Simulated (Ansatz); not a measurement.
Errors in the atomisation enthalpy at 298 K

10 molecules with halogens; the atomisation enthalpy at 298 K in kJ/mol, computed less measured. Shapes, held fixed at every level: PBE0-D4/def2-TZVP. Thermal terms are harmonic and unscaled (PBE0-D4/def2-TZVP); the spin-orbit lowering of the free atoms is taken from their spectra. Programs: Ansatz 0.2.0. Measured values: Active Thermochemical Tables, CRC Handbook of Chemistry and Physics, NIST-JANAF tables.

Levels: A = BLYP/aug-cc-pVDZ; B = CAM-B3LYP/aug-cc-pVDZ; C = wB97M-V/aug-cc-pVDZ.

| molecule | from tabulated heats | A | B | C |
| --- | --- | --- | --- | --- |
| BBrF2 (SMILES FB(F)Br) | 1661 | -66 | -53 | -45 |
| BClF2 (chlorodifluoroborane) | 1736 | -67 | -51 | -37 |
| BF3 (boron trifluoride) | 1944 | -71 | -56 | -60 |
| SOF2 (thionyl fluoride) | 1229 | -75 | -117 | -87 |
| CF4 (SMILES FC(F)(F)F) | 1968 | -46 | -33 | -29 |
| CH2F2 (SMILES FCF) | 1763 | -29 | -19 | -21 |
| SiH2F2 (SMILES F[SiH2]F) | 1836 | -155 | -124 | -117 |
| C2H2F2 (vinylidene fluoride) | 2361 | -21 | -16 | -12 |
| C2H3FO (SMILES CC(=O)F) | 2858 | -48 | -41 | -30 |
| C2H5F (SMILES CCF) | 2876 | -71 | -31 | -27 |

Task: Sum up the errors.

Result: 
```csv
level,kind,mean error,mean absolute error,worst case
BLYP/aug-cc-pVDZ,GGA,-64.9,64.9,SiH2F2
CAM-B3LYP/aug-cc-pVDZ,range-separated hybrid,-54.1,54.1,SiH2F2
wB97M-V/aug-cc-pVDZ,range-separated hybrid,-46.5,46.5,SiH2F2
```

On this set wB97M-V/aug-cc-pVDZ has the smallest mean absolute error and BLYP/aug-cc-pVDZ the largest. BLYP/aug-cc-pVDZ is too low in 10 of 10; CAM-B3LYP/aug-cc-pVDZ is too low in 10 of 10; wB97M-V/aug-cc-pVDZ is too low in 10 of 10. The heats of C2H3FO come from older tables and can be uncertain by 10 kJ/mol or more. The tabulated values of BBrF2, BClF2, BF3, SOF2, SiH2F2, C2H2F2 are in doubt (older tables, estimates, or at odds with other calculations) and kept here. Over the 4 molecules whose values aren't doubted the mean absolute errors are A 48.5; B 31.0; C 26.8. Relativity is left out for Br. The set is small.
